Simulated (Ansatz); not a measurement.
Mulliken charges of CH$_{3}$BFNO (`NC1(F)BO1`) from ωB97M-V/def2-TZVPP in Ansatz (PBE0-D4/def2-TZVP geometry).

```json
{"atom": "N1", "x (Å)": "-0.431", "y (Å)": "1.148", "z (Å)": "0.185", "charge (e)": "-0.233"}
{"atom": "C2", "x (Å)": "0.054", "y (Å)": "-0.061", "z (Å)": "-0.290", "charge (e)": "0.276"}
{"atom": "F3", "x (Å)": "0.122", "y (Å)": "-0.133", "z (Å)": "-1.658", "charge (e)": "-0.204"}
{"atom": "B4", "x (Å)": "0.338", "y (Å)": "-1.307", "z (Å)": "0.515", "charge (e)": "0.020"}
{"atom": "O5", "x (Å)": "1.347", "y (Å)": "-0.473", "z (Å)": "0.255", "charge (e)": "-0.225"}
{"atom": "H6", "x (Å)": "-1.439", "y (Å)": "1.170", "z (Å)": "0.211", "charge (e)": "0.136"}
{"atom": "H7", "x (Å)": "-0.075", "y (Å)": "1.942", "z (Å)": "-0.336", "charge (e)": "0.123"}
{"atom": "H8", "x (Å)": "0.177", "y (Å)": "-2.343", "z (Å)": "1.062", "charge (e)": "0.108"}
```

Task: By hand: the dipole of these point charges (1 e Å = 4.8032 D).

Result: Σ q r = (-0.392, -0.032, 0.270) e Å, of length 0.477 e Å = 2.29 D.

Task: How does the dipole of the full density compare? (Best estimate.)

Result: Ansatz gave: (-0.391, 0.075, 0.124) e Å, 2.00 D; the point charges give 1.15 times that, at 22° from its direction.

Point charges leave out the atoms' own dipoles, such as those of lone pairs, and Mulliken's split depends on the basis, so the two needn't agree.
